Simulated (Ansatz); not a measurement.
Two isomers of C4H3F3: A = `F/C=C/C(F)=C\F`, B = `FC1=CC(F)(F)C1`.

Computed with Ansatz on PBE0-D4/def2-TZVP structures; ΔE is electronic, products minus reactants. CCSD(T)/CBS is the MP2 limit (def2-TZVPP, def2-QZVPP) plus CCSD(T) − MP2 in def2-TZVPP, frozen cores. DFT in def2-TZVPP. Each species was taken in one conformer, which may not be the lowest.

A:

Z-matrix (Å, degrees):
```
C
C 1 1.327
F 1 1.330 2 121.2
H 1 1.083 2 125.7 3 -180.0
C 2 1.437 1 122.5 3 180.0
H 2 1.083 1 120.2 3 -0.0
F 5 1.343 2 116.3 1 0.0
C 5 1.330 2 126.7 1 -180.0
F 8 1.335 5 120.6 2 0.0
H 8 1.081 5 124.4 2 -180.0
```

B:

Z-matrix (Å, degrees):
```
C
F 1 1.354
F 1 1.354 2 106.1
C 1 1.499 2 115.9 3 130.2
C 1 1.550 2 114.5 3 -127.4
C 4 1.330 1 89.6 2 117.4
H 4 1.079 1 133.6 2 -62.6
H 5 1.091 1 114.4 2 126.2
H 5 1.091 1 114.4 2 -3.4
F 6 1.311 4 133.1 1 180.0
```

(1) Which isomer does CCSD(T)/CBS put lower? Give the gap. (Estimate.)

(2) Give E(B) − E(A) in kJ/mol with CCSD/def2-TZVPP, HF/def2-TZVPP, B2PLYP, CCSD(T)/def2-SVP, PBE0-D4, ωB97M-V, LDA (SPW92). (Estimate.)

(3) Does the order hold for the free energy at 298.15 K (harmonic terms from PBE0-D4)? (Best estimate.)

Largest T1 diagnostic: 0.013.

Answers

(1) Computed: B, by 28.5 kJ/mol.

(2) Ansatz gave: CCSD/def2-TZVPP -29.0, HF/def2-TZVPP -21.0, B2PLYP -14.3, CCSD(T)/def2-SVP -23.1, PBE0-D4 -33.4, ωB97M-V -32.4, LDA (SPW92) -35.9. None reverses the order clearly.

(3) The calculation gave: Yes: G(B) − G(A) = -22.0 kJ/mol, for one conformer each.

From PBE to PBE0 (25 % exact exchange), in def2-TZVPP and without D4, E(B) − E(A) moves by −15.0 kJ/mol. Leaving LDA and LC-ωPBE aside and taking each functional with its dispersion term where it has one, the values, not all of them listed here, spread over 54.3 kJ/mol, from PBE-QIDH to BLYP-D4. LDA lies −18.3 kJ/mol from PBE without D4.
